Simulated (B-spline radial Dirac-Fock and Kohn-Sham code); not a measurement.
**Satellites and hypersatellites of the K lines of Pr³⁺**

System: the Pr³⁺ ion, configuration [Xe] 4f2.

The computed values come from a radial B-spline solver: ΔSCF Dirac-Fock with Breit, self-energy and vacuum polarisation, finite nucleus, configuration average. Each two-hole energy is an average over J within one jj subconfiguration, not an observable level; in light atoms, where LS coupling holds, the j-resolved values are not observed lines, and for a K spectator the Kα1 hypersatellite is nearly forbidden. The model has no electron correlation.

Lines without a spectator: Kα2 (K-L2) 35546.7 eV, Kα1 (K-L3) 36023.0 eV, Kβ3 (K-M2) 40646.8 eV, Kβ1 (K-M3) 40742.9 eV. Shifts in eV with one spectator hole (a dash: not computed, or left out as unreliable):

```
spectator hole     Kα2     Kα1     Kβ3     Kβ1
        K (1s)  +712.8  +745.4  +915.0  +922.3
    L2 (2p1/2)   +83.0  +107.1       –  +218.9
    L3 (2p3/2)   +74.4   +76.8  +183.7       –
    M2 (3p1/2)       –  +14.13   +30.5   +36.5
    M3 (3p3/2)   +9.34       –  +29.23  +28.92
    M4 (3d3/2)   +2.34   -0.85       –       –
    M5 (3d5/2)   -1.72   +0.93       –       –
```

With n spectator holes in 2p, averaged over the 2p shell (energies in eV):

```tsv
n	KαLⁿ	step	hypersatellite KαʰLⁿ
0	35864.2	–	36598.7
1	35948.9	+84.7	36685.1
2	36035.0	+86.1	36772.8
3	36122.4	+87.5	36861.9
4	36211.3	+88.9	36952.4
5	36301.6	+90.3	37044.3
```
